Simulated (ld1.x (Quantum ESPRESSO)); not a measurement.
Configuration tests for Nd (RRKJ)

Nd, norm-conserving RRKJ (Kleinman–Bylander form), made with ld1.x (Quantum ESPRESSO) 7.5 (BLYP, scalar-relativistic). Core [Kr] 4d10, reference 4f4 5s2 5p6 5d0 6s0 6p0 (charge +2). Waves: 5p (bound): rc 2.65 bohr; 5d (bound, empty): rc 2.30 bohr; 4f (bound): rc 1.20 bohr; 5s (bound): rc 1.80 bohr. Local part: the s channel. Core correction: Bessel-smoothed model core inside 1.00 bohr.

Energies are relative to the spin-unpolarised reference configuration 4f4 5s2 5p6 5d0 6s0 6p0; without spin polarisation the order of configurations can differ from experiment.

```
  valence configuration  charge  ΔE all-electron (eV)  error AE − PS (meV)
4f4 5s2 5p6 5d0 6s2 6p0       0               -16.627                 +231
4f3 5s2 5p6 5d0 6s0 6p0      +3                22.288                  +18
4f3 5s2 5p6 5d0 6s2 6p0      +1                -8.682                 +572
4f2 5s2 5p6 5d0 6s0 6p0      +4                62.215                  +37
4f4 5s2 5p6 5d0 6s0 6p1      +1                -7.836                  +45
```

(1) What are ΔE and the potential's error for 4f4 5s2 5p6 5d0 6s1 6p0?

(2) What are ΔE and the potential's error for 4f4 5s2 5p6 5d0 6s1 6p1?

Levels in the configuration 4f4 5s2 5p6 5d0 6s1 6p1:

| level | all-electron (eV) | pseudo (eV) |
| --- | --- | --- |
| 4f | -2.722 | -2.584 |
| 5s | -41.463 | -41.335 |
| 5p | -23.057 | -22.939 |
| 6s | -4.076 | -4.150 |
| 6p | -1.598 | -1.586 |

## Answers

(1) ΔE = -10.895 eV all-electron; the error (AE − PS) is +159 meV.

(2) ΔE = -14.248 eV all-electron; the error (AE − PS) is +153 meV.
